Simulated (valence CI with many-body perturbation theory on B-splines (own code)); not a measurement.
# Hyperfine factors and g values of Pd XXXII

Calculated by configuration interaction combined with many-body perturbation theory (CI+MBPT): five valence electrons over a frozen Dirac-Fock core [Ne], radial functions for each j: 11 s, 11 p, 10 d, 8 f, 5 g, 2 h, with the one-electron correlation potential Σ1 (screened to all orders), the two-electron term Σ2, the three-electron term Σ3, Breit, model QED; selected single and double excitations, second order for the rest, scaled by the run's own slope (own B-spline code, finite nucleus).

No measured spectrum was set against this ion. As an estimate, large intervals hold to a few tenths of a per cent, small ones and those within an open d or f shell to about a per cent. Among the levels kept, up to 4100 cm⁻¹ of a level comes from second order outside the variational space, and about a tenth of that is noise between levels of different J, which matters for small intervals.

A/g_I is the dipole constant over the nuclear g factor μ/I (μ in nuclear magnetons, uniformly magnetised nucleus), B/Q the quadrupole constant per barn. Both hold the static response of the core; the bare values leave it out. Large factors of s and p1/2 electrons are usually good to 5 to 10 %; those of open d and f shells near neutrality can be off by tens of per cent, and small factors of p3/2, d and f electrons come from cancelling terms and can be off by a factor of two or in sign, in half-filled shells by more. B is blank for J = 1/2, where it vanishes, and for nearly pure S terms. Energies count from the lowest level.

Levels are named by their leading jj configuration (3d3/2^4 stands for four electrons in 3d with j = 3/2), which in mixed levels can hold well under half, so a name can repeat and another be missing. Letters in brackets count levels of one name in rising energy.

```tsv
Level	E (cm⁻¹)	g	A/g_I (MHz)	A/g_I bare	B/Q (MHz/b)	B/Q bare
(3s^2 3p1/2^2 3p3/2) J=3/2	0	1.474	33900	34100	56200	55000
(3s^2 3p1/2 3p3/2^2) J=3/2	250830	1.385	4770	5650	24300	23800
(3s^2 3p1/2 3p3/2^2) J=5/2	302840	1.196	78100	76600	-260	-251
(3s^2 3p1/2 3p3/2^2) J=1/2	367980	0.660	232000	225000		
(3s^2 3p3/2^3) J=3/2	622280	1.265	41500	41100	-80500	-78700
(3s 3p1/2^2 3p3/2^2) J=5/2	900640	1.517	155000	152000	26600	26100
(3s^2 3p1/2^2 3d3/2) J=3/2	962550	0.964	-3980	-2570	-19800	-18900
(3s 3p1/2^2 3p3/2^2) J=1/2	1040700	2.354	559000	543000		
(3s 3p1/2^2 3p3/2^2) J=3/2	1069500	1.114	9480	10400	-9430	-9010
(3s^2 3p1/2^2 3d5/2) J=5/2	1111000	1.174	17700	18200	24900	25200
(3s 3p1/2 3p3/2^3) J=3/2	1192300	1.285	67800	66700	-49300	-48200
(3s^2 3p1/2 3p3/2 3d3/2) J=5/2 [a]	1227000	1.107	102000	99900	-37400	-36500
(3s^2 3p1/2 3p3/2 3d3/2) J=3/2 [a]	1228000	1.016	56300	55800	-36600	-35700
(3s^2 3p1/2 3p3/2 3d3/2) J=1/2 [a]	1236200	0.385	69300	68300		
(3s 3p1/2 3p3/2^3) J=5/2	1257500	1.084	117000	114000	-69700	-67800
(3s^2 3p1/2 3p3/2 3d3/2) J=7/2	1279800	1.117	51700	51300	29600	29600
(3s^2 3p1/2 3p3/2 3d5/2) J=7/2 [a]	1305000	1.302	-513	662	79500	78600
(3s 3p1/2 3p3/2^3) J=1/2	1353900	1.102	23600	23400		
(3s^2 3p1/2 3p3/2 3d5/2) J=9/2	1355100	1.230	40800	40600	37300	37600
(3s^2 3p1/2 3p3/2 3d5/2) J=3/2 [a]	1367400	1.152	-13700	-12000	-37500	-36600
(3s^2 3p1/2 3p3/2 3d5/2) J=5/2 [a]	1379800	1.256	35600	35700	-13300	-12600
(3s^2 3p1/2 3p3/2 3d3/2) J=3/2 [b]	1431500	1.233	-7840	-6190	9130	8820
(3s^2 3p1/2 3p3/2 3d3/2) J=5/2 [b]	1444100	1.304	50300	50100	-8000	-7860
(3s^2 3p1/2 3p3/2 3d5/2) J=7/2 [b]	1450600	1.049	47300	46700	47900	47700
(3s^2 3p1/2 3p3/2 3d3/2) J=1/2 [b]	1457900	2.032	101000	99700		
(3s^2 3p1/2 3p3/2 3d5/2) J=3/2 [b]	1493600	1.380	65300	64800	-6390	-6410
(3s^2 3p1/2 3p3/2 3d5/2) J=3/2 [c]	1517200	0.897	59400	58400	28000	27700
(3s^2 3p1/2 3p3/2 3d5/2) J=5/2 [b]	1521800	1.121	12200	12700	41200	41000
(3s^2 3p1/2 3p3/2 3d5/2) J=1/2 [a]	1548400	1.230	187000	181000		
(3s^2 3p3/2^2 3d5/2) J=7/2	1617200	1.247	21700	22100	17800	17900
(3s^2 3p1/2 3p3/2 3d5/2) J=1/2 [b]	1623300	1.180	45000	44400		
(3s^2 3p3/2^2 3d5/2) J=9/2	1640800	1.207	24500	24700	67600	67200
(3s^2 3p3/2^2 3d3/2) J=1/2	1680500	1.354	21500	21200		
(3s^2 3p3/2^2 3d3/2) J=5/2	1690800	1.196	56200	55600	-26000	-25600
(3s^2 3p3/2^2 3d3/2) J=3/2 [a]	1691800	1.128	22500	22900	-26000	-25800
(3s^2 3p3/2^2 3d3/2) J=7/2	1724500	1.106	33500	33500	2030	2860
(3s^2 3p3/2^2 3d5/2) J=5/2 [a]	1771900	1.204	12100	12900	95900	94500
(3s^2 3p3/2^2 3d3/2) J=3/2 [b]	1782700	1.044	20800	21600	8030	8310
(3s^2 3p3/2^2 3d5/2) J=3/2	1856000	1.010	18500	18900	11600	11500
(3s 3p1/2^2 3p3/2 3d3/2) J=5/2 [a]	1865000	1.437	114000	112000	10000	9550
```

Question: Take the isotope of mass number 105, with I = 5/2, μ = -0.642 μN and Q = 0.66 b. What is the hyperfine structure of (3s 3p1/2^2 3p3/2^2) J=5/2?

Answer: From the table A = -39800 MHz, B = 17600 MHz. Shifts from the centre of gravity in MHz: F = 0: 361000, F = 1: 317000, F = 2: 230000, F = 3: 104000, F = 4: -55900, F = 5: -244000.
